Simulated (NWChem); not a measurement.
A series in which one site is exchanged, each optimised at PBE0/def2-SVP with NWChem, gas phase unless a solvent is named. For some, no frequency run checked for a minimum. def2 effective core potentials on I; no spin-orbit coupling.

A: ClC(=C)I (C₂H₂ClI; site = Cl)
B: C=C(F)I (C₂H₂FI; site = F)
C: C=C(Br)I (C₂H₂BrI; site = Br)
D: C(I)=C (C2H3I; site = H)

Values for A:

| Property | Value |
|---|---|
| dipole (D), PBE0/def2-SVP | 1.15 |
| orbital gap (eV), PBE0/def2-SVP | 6.01 |
| vertical ionisation energy, ΔSCF, PBE/def2-SVP (eV) | 8.99 |
| vertical ionisation energy, ΔSCF, B3LYP/def2-SVP (eV) | 9.17 |
| lowest singlet excitation, B3LYP/def2-SVPD, TDA (eV) | 4.30 |

Problem. How do these values change for the other members?

Solution. 
| change from A | B | C | D |
|---|---|---|---|
| dipole (D), PBE0/def2-SVP | 0.00 | -0.03 | +0.07 |
| orbital gap (eV), PBE0/def2-SVP | +0.28 | -0.16 | +0.50 |
| vertical ionisation energy, ΔSCF, PBE/def2-SVP (eV) | +0.16 | -0.10 | +0.09 |
| vertical ionisation energy, ΔSCF, B3LYP/def2-SVP (eV) | +0.19 | -0.08 | +0.03 |
| lowest singlet excitation, B3LYP/def2-SVPD, TDA (eV) | +0.22 | -0.12 | +0.42 |
